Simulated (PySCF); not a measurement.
# Te²⁺ (tellurium, charge +2) across methods

[Kr] 4d10 5s1 5p2 5d1, one real determinant (an excited configuration). Computed with PySCF 2.14 in aug-cc-pVTZ-DK3 (8s7p5d2f, 68 functions), with scalar relativity by spin-free X2C-1e.

```csv
method,E (hartree),mean ε 5s α (eV),mean ε 5p α (eV),mean ε 5d α (eV),Σ⟨r²⟩ (bohr²),⟨S²⟩
PW91,-6792.22,-36.615,-25.791,-13.088,47.00,6.001
r2SCAN,-6791.70,-37.190,-26.222,-13.066,47.37,6.002
LDA,-6785.28,-36.783,-25.847,-12.959,46.96,6.001
BP86,-6792.45,-36.645,-25.816,-13.110,46.97,6.001
PBE0,-6791.34,-38.425,-27.121,-13.638,47.19,6.001
UHF,-6788.93058,-43.403,-30.709,-14.888,48.43,6.002
M06-L,-6791.56,-36.476,-25.663,-12.951,47.01,6.001
MN15,-6796.42,-39.221,-27.867,-13.752,46.44,6.001
```

(1) Estimate the same row for PBE.

⟨L²⟩ = 7.78 against 12 for a pure F term, so this real determinant mixes terms. The outer electron is Rydberg-like, and this basis confines it to a smaller radius and binds it less than a complete one would.

Answers

(1) E (hartree) = -6791.26; mean ε 5s α (eV) = -36.518; mean ε 5p α (eV) = -25.727; mean ε 5d α (eV) = -13.058; Σ⟨r²⟩ (bohr²) = 47.06; ⟨S²⟩ = 6.001.
